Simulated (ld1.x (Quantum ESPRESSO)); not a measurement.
## Pseudopotential generation for B: TM, PBE, scalar-relativistic.

Input for ld1.x (Quantum ESPRESSO) 7.5:

```
&input
   title='B', zed=5., rel=1, dft='PBE', iswitch=3,
   config='[He] 2s2 2p1',
   nld=2, rlderiv=3.20, eminld=-3.0, emaxld=5.0, deld=0.02
 /
 &inputp
   pseudotype=2, tm=.true., lloc=0,
   nlcc=.true.,
   file_pseudopw='B.UPF', file_wfcaegen='ae.wfc', file_wfcncgen='nc.wfc', file_beta='beta', file_chi='chi'
 /
2
2P  2  1   1.00   0.00  2.95  2.95  0.0
2S  1  0   2.00   0.00  1.05  1.05  0.0
 &test
   configts(1)='2s2 2p1'
 /
```

Command:

```bash
ld1.x < B.in > B.out
```

The program printed (shortened: banner, matrices, multipoles, cross overlaps and the repeated all-electron block are left out):

```
Program LD1 v.7.5
     --------------------------- All-electron run ----------------------------

     B
     scalar relativistic calculation

     atomic number is  5.00
     dft =PBE   lsd =0 sic =0 latt =0  beta=0.20 tr2=1.0E-14
     Exchange-correlation= PBE
                           (   1   4   3   4   0   0   0)
     mesh =1059 r(mesh) = 101.04461 a.u. xmin = -7.00 dx = 0.01250
     1 Ry =  13.60569312 eV, c = 137.03599908

     n l     nl                  e(Ry)          e(Ha)          e(eV)
     1 0     1S 1( 2.00)       -13.2731        -6.6366      -180.5900
     2 0     2S 1( 2.00)        -0.6941        -0.3470        -9.4431
     2 1     2P 1( 1.00)        -0.2651        -0.1326        -3.6070

     final scf error:  7.5E-15 reached in  32 iterations

     Etot =     -49.206684 Ry,     -24.603342 Ha,    -669.491037 eV

     Ekin =      49.037301 Ry,      24.518651 Ha,     667.186471 eV
     Encl =    -113.771076 Ry,     -56.885538 Ha,   -1547.934352 eV
     Eh   =      23.125741 Ry,      11.562870 Ha,     314.641731 eV
     Exc  =      -7.598649 Ry,      -3.799325 Ha,    -103.384887 eV

     normalization and overlap integrals

     s(1S/1S) =  1.000000  <r> =   0.3294  <r2> =    0.1474  r(max) =   0.2103
     s(2S/2S) =  1.000000  <r> =   1.9516  <r2> =    4.5978  r(max) =   1.5152
     s(2P/2P) =  1.000000  <r> =   2.3015  <r2> =    6.8902  r(max) =   1.5731

     ------------------------ End of All-electron run ------------------------

     --------------------- Generating NC pseudopotential ---------------------

      Generating local pot.: lloc=0, matching radius rcloc =   1.0500

      Computing core charge for nlcc:

       r > 0.69 : true rho core
       r < 0.69 : rho core = a sin(br)/r    a=   2.08  b=   3.83

      Integrated core pseudo-charge :   0.51

      Wfc   2P  rcut= 2.976  Using Troullier-Martins method

     ------------------- End of pseudopotential generation -------------------

     Computing logarithmic derivative in   3.18780
     Computing logarithmic derivative in   3.18780
     Computing the partial wave expansion
       no projector for channel:   0
     R is outside the sphere for l=    1 j= 0.00

     ---------------------- Testing the pseudopotential ----------------------

     B
     scalar relativistic calculation

     atomic number is  5.00   valence charge is  3.00
     dft =PBE   lsd =0 sic =0 latt =0  beta=0.20 tr2=1.0E-14
     mesh =1059 r(mesh) = 101.04461 xmin = -7.00 dx = 0.01250

     n l     nl             e AE (Ry)        e PS (Ry)    De AE-PS (Ry)
     1 0     2S   1( 2.00)       -0.69405       -0.69405       -0.00000
     2 1     2P   1( 1.00)       -0.26511       -0.26511        0.00000

     eps = 9.9E-15  iter = 14

     Etot =     -49.206684 Ry,     -24.603342 Ha,    -669.491037 eV
     Etotps =    -5.758964 Ry,      -2.879482 Ha,     -78.354702 eV

     Ekin =       2.367583 Ry,       1.183792 Ha,      32.212614 eV
     Encl =      -9.422853 Ry,      -4.711426 Ha,    -128.204441 eV
     Ehrt =       3.966061 Ry,       1.983030 Ha,      53.961005 eV
     Ecxc =      -2.248914 Ry,      -1.124457 Ha,     -30.598028 eV
     (Ecc =      -0.570837 Ry,      -0.285418 Ha,      -7.766632 eV)
     Epseu=      -0.420842 Ry,      -0.210421 Ha,      -5.725851 eV

     ---------------------- End of pseudopotential test ----------------------
```

Generation and configuration tests took about 1.9 s on one core of a shared server CPU.

Transferability test of the new file with ld1.x, input:

```
&input
   title='B', zed=5., rel=1, dft='PBE', iswitch=2,
   config='[He] 2s2 2p1'
 /
 &test
   file_pseudo='B.UPF', nconf=8,
   configts(1)='2s2 2p1',
   configts(2)='2s2 2p0',
   configts(3)='2s1 2p0',
   configts(4)='2s2 2p0.5',
   configts(5)='2s2 2p1.3',
   configts(6)='2s1 2p1',
   configts(7)='2s1 2p2',
   configts(8)='2s0 2p3'
 /
```

```bash
ld1.x < B.test.in > B.test.out
```

Pseudopotential blocks of its output, shortened (energy terms left out):

```
     ---------------------- Testing the pseudopotential ----------------------

     n l     nl             e AE (Ry)        e PS (Ry)    De AE-PS (Ry)
     1 0     2S   1( 2.00)       -0.69405       -0.69405       -0.00000
     2 1     2P   1( 1.00)       -0.26511       -0.26511        0.00000

     eps = 5.7E-15  iter = 15

     Etot =     -49.206684 Ry,     -24.603342 Ha,    -669.491038 eV
     Etotps =    -5.758964 Ry,      -2.879482 Ha,     -78.354701 eV

     ---------------------- End of pseudopotential test ----------------------

          ---------------------- Testing the pseudopotential ----------------------

     n l     nl             e AE (Ry)        e PS (Ry)    De AE-PS (Ry)
     1 0     2S   1( 2.00)       -1.43403       -1.42405       -0.00998  !
     2 1     2P   1( 0.00)       -0.98227       -0.96403       -0.01824  !

     eps = 3.1E-15  iter = 13

     Etot =     -48.602552 Ry,     -24.301276 Ha,    -661.271411 eV
     Etotps =    -5.160765 Ry,      -2.580383 Ha,     -70.215786 eV
     dEtot_ae =       0.604131 Ry
     dEtot_ps =       0.598199 Ry,   Delta E=       0.005932 Ry

     ---------------------- End of pseudopotential test ----------------------

          ---------------------- Testing the pseudopotential ----------------------

     n l     nl             e AE (Ry)        e PS (Ry)    De AE-PS (Ry)
     1 0     2S   1( 1.00)       -2.31339       -2.29649       -0.01690  !
     2 1     2P   1( 0.00)       -1.87356       -1.81782       -0.05574  !

     eps = 8.2E-15  iter =  9

     Etot =     -46.734041 Ry,     -23.367020 Ha,    -635.849013 eV
     Etotps =    -3.305549 Ry,      -1.652775 Ha,     -44.974290 eV
     dEtot_ae =       2.472643 Ry
     dEtot_ps =       2.453415 Ry,   Delta E=       0.019228 Ry

     ---------------------- End of pseudopotential test ----------------------

          ---------------------- Testing the pseudopotential ----------------------

     n l     nl             e AE (Ry)        e PS (Ry)    De AE-PS (Ry)
     1 0     2S   1( 2.00)       -1.03851       -1.03650       -0.00202
     2 1     2P   1( 0.50)       -0.59442       -0.59005       -0.00437

     eps = 6.6E-15  iter = 18

     Etot =     -48.994466 Ry,     -24.497233 Ha,    -666.603665 eV
     Etotps =    -5.547552 Ry,      -2.773776 Ha,     -75.478286 eV
     dEtot_ae =       0.212218 Ry
     dEtot_ps =       0.211413 Ry,   Delta E=       0.000805 Ry

     ---------------------- End of pseudopotential test ----------------------

          ---------------------- Testing the pseudopotential ----------------------

     n l     nl             e AE (Ry)        e PS (Ry)    De AE-PS (Ry)
     1 0     2S   1( 2.00)       -0.51890       -0.51873       -0.00017
     2 1     2P   1( 1.30)       -0.10161       -0.10186        0.00026

     eps = 5.7E-15  iter = 13

     Etot =     -49.260950 Ry,     -24.630475 Ha,    -670.229365 eV
     Etotps =    -5.813297 Ry,      -2.906649 Ha,     -79.093936 eV
     dEtot_ae =      -0.054266 Ry
     dEtot_ps =      -0.054333 Ry,   Delta E=       0.000067 Ry

     ---------------------- End of pseudopotential test ----------------------

          ---------------------- Testing the pseudopotential ----------------------

     n l     nl             e AE (Ry)        e PS (Ry)    De AE-PS (Ry)
     1 0     2S   1( 1.00)       -1.43999       -1.44791        0.00793  !
     2 1     2P   1( 1.00)       -0.98910       -0.98675       -0.00235

     eps = 8.0E-15  iter = 12

     Etot =     -48.151191 Ry,     -24.075596 Ha,    -655.130332 eV
     Etotps =    -4.700174 Ry,      -2.350087 Ha,     -63.949121 eV
     dEtot_ae =       1.055492 Ry
     dEtot_ps =       1.058791 Ry,   Delta E=      -0.003298 Ry

     ---------------------- End of pseudopotential test ----------------------

          ---------------------- Testing the pseudopotential ----------------------

     n l     nl             e AE (Ry)        e PS (Ry)    De AE-PS (Ry)
     1 0     2S   1( 1.00)       -0.72916       -0.73414        0.00498
     2 1     2P   1( 2.00)       -0.29827       -0.30068        0.00242

     eps = 9.2E-15  iter = 11

     Etot =     -48.776654 Ry,     -24.388327 Ha,    -663.640180 eV
     Etotps =    -5.327667 Ry,      -2.663834 Ha,     -72.486606 eV
     dEtot_ae =       0.430030 Ry
     dEtot_ps =       0.431297 Ry,   Delta E=      -0.001267 Ry

     ---------------------- End of pseudopotential test ----------------------

          ---------------------- Testing the pseudopotential ----------------------

     n l     nl             e AE (Ry)        e PS (Ry)    De AE-PS (Ry)
     1 0     2S   1( 0.00)       -0.75829       -0.76847        0.01018  !
     2 1     2P   1( 3.00)       -0.32646       -0.33142        0.00495

     eps = 5.0E-15  iter = 15

     Etot =     -48.345216 Ry,     -24.172608 Ha,    -657.770177 eV
     Etotps =    -4.892348 Ry,      -2.446174 Ha,     -66.563784 eV
     dEtot_ae =       0.861467 Ry
     dEtot_ps =       0.866616 Ry,   Delta E=      -0.005149 Ry

     ---------------------- End of pseudopotential test ----------------------
```
